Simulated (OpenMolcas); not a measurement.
V4+ among 3 point charges of -3 e arranged as a planar triangle (D3h).

```
Program             : OpenMolcas 26.06
Method              : CASSCF
Basis               : ANO-RCC-VTZP [6s5p3d2f1g]
Scalar Hamiltonian  : DKH2, point nucleus
Active space        : 1 electron in 5 orbitals (3d)
State averaging     : 2S+1 = 2 even, 5 roots
Spin-orbit coupling : RASSI with atomic mean-field integrals over the reference wave functions
```

All point charges move together. At R = 1.56 Å the first state of the same spin is 6946 cm-1, and at R = 1.85 Å it is 3508 cm-1.

Q: A third run gives 4433 cm-1. What distance was it run at?

A: With a power law R^-n the two known points give n = -ln(3508 / 6946) / ln(1.85 / 1.56) = 4.01. Then R = 1.56 × (6946 / 4433)^(1/4.01) = 1.745 Å. The run was at 1.73 Å, so the estimate is off by +0.015 Å.

Point charges carry no covalency, so the field is a model and not that of real ligands. No measured value stands beside these numbers.
